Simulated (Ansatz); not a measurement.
A structure relaxed at PBE0-D4/def2-TZVP, charge 0, multiplicity 1:

```xyz
13

C     0.938    1.422   -1.562
C     0.929    0.741   -0.421
Si   -0.449   -0.341    0.190
N     0.217   -1.886    0.442
N    -1.225    0.086    1.645
Cl   -1.963   -0.223   -1.228
H     0.102    1.380   -2.254
H     1.777    2.048   -1.854
H     1.800    0.826    0.230
H     0.906   -2.247   -0.197
H    -0.351   -2.620    0.833
H    -0.732    0.031    2.520
H    -1.950    0.783    1.656
```

Problem. Give its formula and SMILES.

Solution. C2H7ClN2Si, `C=C[Si](N)(N)Cl`.

Problem. Point group (tolerance 0.08 Å, 0.16 Å for H)?

Solution. C1.

Problem. Summarise the bond lengths by kind.

Solution. 1 × C–C 1.330 Å; 3 × C–H 1.086 to 1.091 Å; 1 × C–Si 1.855 Å; 2 × N–Si 1.700 to 1.703 Å; 1 × Cl–Si 2.078 Å; 4 × H–N 1.006 to 1.008 Å.

Results of the Gaussian-basis code of Ansatz.
